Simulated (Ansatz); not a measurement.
Computed with Ansatz on PBE0-D4/def2-TZVP structures; ΔE is electronic, products minus reactants. CCSD(T)/CBS adds triple-zeta CCSD(T) − MP2 to the extrapolated MP2 energy (def2 sets, frozen cores). This one scheme is used for every species. DFT in def2-TZVPP. For Sc outer-core shells are correlated without core-valence functions, which leaves a few kJ/mol of doubt a bond. Scalar relativity is left out up to krypton.

Reaction (ligand exchange at the Sc–Cl bond): `[Cl][Sc]([Cl])[Cl]` + H–F → `[F][Sc]([Cl])[Cl]` + HCl

```json
{"level": "LDA (SPW92)", "ΔE (kcal/mol)": "-4.5"}
{"level": "CCSD(T)/def2-SVP", "ΔE (kcal/mol)": "-6.7"}
```

(1) What does CCSD(T)/CBS give? (Best estimate.)

Largest T1 diagnostic among the species: 0.015.

Results:

(1) Ansatz gave: -1.5 kcal/mol. The listed levels differ from it by -3.0, -5.2 kcal/mol.

From r2SCAN to r2SCAN0 (25 % exact exchange), in def2-TZVPP and without D4, ΔE moves by +1.4 kcal/mol. At CCSD(T), def2-SVP lies −5.1 kcal/mol from the extrapolated value and def2-TZVPP −1.3 kcal/mol.
